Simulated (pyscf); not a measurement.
**•H₂C–O–CH₃ (SMILES [CH2]OC), doublet**

Gas-phase minimum from PySCF at ωB97X-D3(BJ)/def2-SVP, one conformer. •H₂C–O–CH₃ lies 12.9 kcal/mol over its isomer H₃C–CH•–OH, and others may lie lower still (electronic energy, ωB97M-D3(BJ)). 

```
O
C 1 1.3502
H 2 1.0924 1 113.80
H 2 1.0985 3 120.80 1 149.66
C 1 1.4093 2 115.49 3 176.43
H 5 1.0987 1 107.57 2 -177.89
H 5 1.1045 6 109.20 1 120.72
H 5 1.1061 6 109.01 7 118.69
```
Charge 0, spin multiplicity 2.

Properties at ωB97X-D3(BJ)/def2-SVP:

| Item | Value |
|---|---|
| Harmonic wavenumbers, unscaled | 174, 302, 433, 617, 1016, 1148, 1179, 1260, 1352, 1455, 1474, 1487, 1506, 3033, 3115, 3128, 3185, 3287 cm⁻¹ |
| Zero-point energy | 41.7 kcal/mol |
| Rotational symmetry number | 1 |
| Entropy of this conformer at 298 K and 1 atm, rigid rotor and harmonic oscillator, modes under 100 cm⁻¹ raised to 100 | 275.4 J/(mol K) |
| Dipole moment | 1.41 D |
| Spin expectation value S2 | 0.753 |

Single-point totals, which compare only within one level (frozen core for MP2 and CC):

| level | total energy (hartree) |
|---|---|
| ωB97X-D3(BJ)/def2-TZVP | -154.47870 |
| PBE/def2-TZVP | -154.23220 |
| r²SCAN/def2-TZVP | -154.33673 |
| B3LYP-D3(BJ)/def2-TZVP | -154.43741 |
| PBE0-D3(BJ)/def2-TZVP | -154.24695 |
| M06-2X/def2-TZVP | -154.34914 |
| ωB97M-D3(BJ)/def2-TZVP | -154.45461 |
| UHF/def2-TZVPP | -153.50435 |
| MP2/def2-TZVPP | -154.06517 |
| CCSD/def2-TZVPP | -154.09607 |
| CCSD(T)/def2-TZVPP | -154.11763 |

Soft torsions are taken as harmonic, which can shift the entropy by several J/(mol K). The CCSD(T) − MP2 part came from Ansatz, without density fitting, on the same reference.
